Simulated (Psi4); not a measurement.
ClSr, charge +1, singlet, geometry from GFN2-xTB (such geometries of metal compounds can be far from the true shape) (all electrons, no relativity); PBE0/STO-3G (Psi4).

Input for Psi4:
```
memory 2 GB

molecule {
1 1
  Sr   -0.00000000   -0.00000000   -0.76811428
  Cl    0.00000000    0.00000000    1.71696133
}

set basis sto-3g
set scf_type pk

energy('pbe0')
print_variables()
```

### Question
Write the output that Psi4 gives for this input, abridged.

### Answer

```
   => Loading Basis Set <=

    Name: STO-3G
    Role: ORBITAL
    Keyword: BASIS

         ---------------------------------------------------------
                                   SCF
               by Justin Turney, Rob Parrish, Andy Simmonett
                          and Daniel G. A. Smith
                              RKS Reference
         ---------------------------------------------------------

  ==> Geometry <==

    Molecular point group: c2v
    Full point group: C_inf_v

    Geometry (in Angstrom), charge = 1, multiplicity = 1:

       Center              X                  Y                   Z               Mass
    ------------   -----------------  -----------------  -----------------  -----------------
         SR           0.000000000000     0.000000000000    -0.707227842506    87.905612500000
         CL           0.000000000000     0.000000000000     1.777847767494    34.968852682000

  Running in c2v symmetry.

  Rotational constants: A = ************  B =      0.10911  C =      0.10911 [cm^-1]
  Rotational constants: A = ************  B =   3271.15888  C =   3271.15888 [MHz]
  Nuclear repulsion =  137.560594421036541

  Charge       = 1
  Multiplicity = 1
  Electrons    = 54
  Nalpha       = 27
  Nbeta        = 27

  ==> Algorithm <==

  SCF Algorithm Type is PK.
  DIIS enabled.
  MOM disabled.
  Fractional occupation disabled.
  Guess Type is SAD.
  Energy threshold   = 1.00e-06
  Density threshold  = 1.00e-06
  Integral threshold = 1.00e-12

  ==> Primary Basis <==

  Basis Set: STO-3G
    Blend: STO-3G
    Number of shells: 15
    Number of basis functions: 31
    Number of Cartesian functions: 32
    Spherical Harmonics?: true
    Max angular momentum: 2

  ==> DFT Potential <==

   => LibXC <=

    Version 7.1.2
    S. Lehtola, C. Steigemann, M. J. T. Oliveira, and M. A. L. Marques,  SoftwareX 7, 1–5 (2018) (10.1016/j.softx.2017.11.002)

   => Composite Functional: PBE0 <=

    PBE0 Hyb-GGA Exchange-Correlation Functional

    C. Adamo and V. Barone,  J. Chem. Phys. 110, 6158 (1999) (10.1063/1.478522)
    M. Ernzerhof and G. E. Scuseria,  J. Chem. Phys. 110, 5029 (1999) (10.1063/1.478401)

    Deriv               =              1
    GGA                 =           TRUE
    Meta                =          FALSE

    Exchange Hybrid     =           TRUE
    MP2 Hybrid          =          FALSE

   => Exchange Functionals <=

    0.7500   Perdew, Burke & Ernzerhof

   => Exact (HF) Exchange <=

    0.2500               HF

   => Correlation Functionals <=

    1.0000   Perdew, Burke & Ernzerhof

   => LibXC Density Thresholds  <==

    XC_HYB_GGA_XC_PBEH:  1.00E-15

   => Molecular Quadrature <=

    Radial Scheme          =       TREUTLER
    Pruning Scheme         =           NONE
    Nuclear Scheme         =       TREUTLER

    Blocking Scheme        =         OCTREE
    BS radius alpha        =              1
    Pruning alpha          =              1
    Radial Points          =             75
    Spherical Points       =            302
    Total Points           =          38491
    Total Blocks           =            360
    Max Points             =            256
    Max Functions          =             30
    Weights Tolerance      =       1.00E-15

  ==> Integral Setup <==

  Using in-core PK algorithm.
   Calculation information:
      Number of atoms:                   2
      Number of AO shells:              15
      Number of primitives:             45
      Number of atomic orbitals:        32
      Number of basis functions:        31

      Integral cutoff                 1.00e-12
      Number of threads:                 1

  Performing in-core PK
  Using 246512 doubles for integral storage.
  We computed 5253 shell quartets total.
  Whereas there are 7260 unique shell quartets.

  ==> DiskJK: Disk-Based J/K Matrices <==

    J tasked:                  Yes
    K tasked:                  Yes
    wK tasked:                  No
    Schwarz Cutoff:          1E-12

  Minimum eigenvalue in the overlap matrix is 2.9901228770E-01.
  Reciprocal condition number of the overlap matrix is 1.6089929591E-01.
    Using symmetric orthogonalization.

  ==> Pre-Iterations <==

  SCF Guess: Superposition of Atomic Densities via on-the-fly atomic UHF (no occupation information).

   -------------------------
    Irrep   Nso     Nmo
   -------------------------
     A1        16      16
     A2         1       1
     B1         7       7
     B2         7       7
   -------------------------
    Total      31      31
   -------------------------

  ==> Iterations <==

                        Total Energy        Delta E     RMS |[F,P]|

   @RKS iter SAD: -3554.85677251618790   -3.55486e+03   0.00000e+00
   @RKS iter   1: -3555.27977316965189   -4.23001e-01   8.36561e-03 ADIIS/DIIS
   @RKS iter   2: -3555.17664023329644    1.03133e-01   1.82249e-02 ADIIS/DIIS
   @RKS iter   3: -3555.33175492747614   -1.55115e-01   8.20277e-04 ADIIS/DIIS
   @RKS iter   4: -3555.33190227577006   -1.47348e-04   1.83991e-04 ADIIS/DIIS
   @RKS iter   5: -3555.33192667749199   -2.44017e-05   3.61690e-06 DIIS
   @RKS iter   6: -3555.33192668777428   -1.02823e-08   4.88710e-07 DIIS
  Energy and wave function converged.

  ==> Post-Iterations <==

   Electrons on quadrature grid:
      Ntotal   =   53.9999974123 ; deviation = -2.588e-06

    Orbital Energies [Eh]
    ---------------------

    Doubly Occupied:

       1A1  -570.186664     2A1  -100.608030     3A1   -75.652116
       1B1   -70.313295     1B2   -70.313295     4A1   -70.313159
       5A1   -11.811157     2B2    -9.527966     2B1    -9.527966
       6A1    -9.527176     7A1    -9.327872     8A1    -7.073613
       3B1    -7.064977     3B2    -7.064977     1A2    -4.461504
       9A1    -4.461504     4B2    -4.460882     4B1    -4.460882
      10A1    -4.460728    11A1    -1.743535    12A1    -1.139934
       5B1    -1.137354     5B2    -1.137354    13A1    -0.813964
      14A1    -0.369816     6B2    -0.342869     6B1    -0.342869

    Virtual:

      15A1    -0.200436     7B2    -0.018225     7B1    -0.018225
      16A1     0.097270

    Final Occupation by Irrep:
             A1    A2    B1    B2
    DOCC [    14,    1,    6,    6 ]
    NA   [    14,    1,    6,    6 ]
    NB   [    14,    1,    6,    6 ]

  @RKS Final Energy: -3555.33192668777428

   => Energetics <=

    Nuclear Repulsion Energy =            137.5605944210365408
    One-Electron Energy =               -5201.0623221327559804
    Two-Electron Energy =                1607.4012539542416107
    DFT Exchange-Correlation Energy =     -99.2314529302968396
    Empirical Dispersion Energy =           0.0000000000000000
    VV10 Nonlocal Energy =                  0.0000000000000000
    Total Energy =                      -3555.3319266877742848

Computation Completed

Properties will be evaluated at   0.000000,   0.000000,   0.000000 [a0]

Properties computed using the SCF density matrix

 Multipole Moments:

 ------------------------------------------------------------------------------------
     Multipole            Electronic (a.u.)      Nuclear  (a.u.)        Total (a.u.)
 ------------------------------------------------------------------------------------

 L = 1.  Multiply by 2.5417464519 to convert [e a0] to [Debye]
 Dipole X            :          0.0000000            0.0000000            0.0000000
 Dipole Y            :          0.0000000            0.0000000            0.0000000
 Dipole Z            :        -10.5254501            6.3282280           -4.1972221
 Magnitude           :                                                    4.1972221

 ------------------------------------------------------------------------------------

  Variable Map:
  ----------------------------------------------------------------------------
  "CURRENT ENERGY"              =>   -3555.331926687774
  "CURRENT REFERENCE ENERGY"    =>   -3555.331926687774
  "DD SOLVATION ENERGY"         =>       0.000000000000
  "DFT FUNCTIONAL TOTAL ENERGY" =>   -3555.331926687774
  "DFT TOTAL ENERGY"            =>   -3555.331926687774
  "DFT VV10 ENERGY"             =>       0.000000000000
  "DFT XC ENERGY"               =>     -99.231452930297
  "GRID ELECTRONS ALPHA"        =>      26.999998706136
  "GRID ELECTRONS BETA"         =>      26.999998706136
  "GRID ELECTRONS TOTAL"        =>      53.999997412271
  "NUCLEAR REPULSION ENERGY"    =>     137.560594421037
  "ONE-ELECTRON ENERGY"         =>   -5201.062322132756
  "PCM POLARIZATION ENERGY"     =>       0.000000000000
  "PE ENERGY"                   =>       0.000000000000
  "SCF ITERATION ENERGY"        =>   -3555.331926687774
  "SCF ITERATIONS"              =>       6.000000000000
  "SCF TOTAL ENERGY"            =>   -3555.331926687774
  "TWO-ELECTRON ENERGY"         =>    1607.401253954242
  "XC GRID RADIAL POINTS"       =>      75.000000000000
  "XC GRID SPHERICAL POINTS"    =>     302.000000000000
  "XC GRID TOTAL POINTS"        =>   38491.000000000000

  Array Variable Map:
  ----------------------------------------------------------------------------
  "CURRENT DIPOLE"              =>       0.000000000000 ... -4.197222088790 1 by 3
  "SCF DIPOLE"                  =>       0.000000000000 ... -4.197222088790 1 by 3
  "SCF TOTAL ENERGIES"          =>   -3554.856772516188 ... -3555.331926687774 1 by 7
```
